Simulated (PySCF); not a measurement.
Worked example: chemical shift, span and skew from a shielding tensor

C3H7BO3, SMILES COB1COCO1. Atoms are numbered in the order given.

```xyz
14

C     -2.6527     0.0081     0.2146
O     -1.5328     0.7168    -0.2402
B     -0.2765     0.2600    -0.1006
C      0.3139    -1.0635     0.5529
O      1.6609    -1.0091     0.1037
C      1.9683     0.3172    -0.1888
O      0.7849     0.9863    -0.5531
H     -3.1442     0.5664     1.0272
H     -2.3950    -0.9971     0.5884
H     -3.3749    -0.1032    -0.6089
H      0.2529    -1.0567     1.6622
H     -0.1349    -2.0102     0.2126
H      2.4086     0.8374     0.6885
H      2.6885     0.3412    -1.0225
```

Geometry: PBE0-D3(BJ)/def2-SVP. The structure was generated by enumeration, and PubChem lists no compound with its InChIKey, so it may never have been made. One conformer was computed; it need not be the lowest.

GIAO shieldings from KT2/pcSseg-1 (PySCF), non-relativistic, no solvent. The symmetric part of the tensor of C6 has the principal values 50.8, 85.0, 111.1 ppm. The same nucleus in TMS has σ = 185.1 ppm at this level (PySCF, at its B3LYP-D3(BJ)/def2-TZVP geometry).

Problem. Work out the isotropic shielding, the ¹³C shift against TMS, the span and the skew.

Solution. 
σ(iso) = (σ11 + σ22 + σ33)/3 = 82.3 ppm. δ = σ(ref) − σ(iso) = 185.1 − (82.3) = 102.8 ppm.
Span Ω = σ33 − σ11 = 60.3 ppm. Skew κ = 3(σ(iso) − σ22)/Ω = -0.13. Tumbling in solution averages the tensor to δ; in a static solid the shielding alone would spread this spin-1/2 line over Ω.
